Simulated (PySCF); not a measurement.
**Electron correlation in Se⁺ (selenium, charge +1)**

[Ar] 3d10 4s2 4p2 4d1, one real determinant (an excited configuration). Calculation: PySCF 2.14, in aug-cc-pVTZ-DK; the spin-free X2C one-electron Hamiltonian (Gaussian nucleus). Frozen: [Ar] 3d10; 5 electrons correlated.

MP2 pair energies summed by pair of shells (mhartree):

```
 pair  energy  share (%)
4s-4p  -34.36       43.3
4s-4d  -16.04       20.2
4s-4s  -15.37       19.4
4p-4d   -8.14       10.2
4p-4p   -5.52        7.0
```

Total MP2 correlation energy: -79.43 mhartree.

Same-spin part -19.72 and opposite-spin part -59.71 mhartree; SCS-MP2 scales them by 1/3 and 6/5 to -78.22 mhartree.

The reference is one real determinant that mixes LS terms of this configuration.
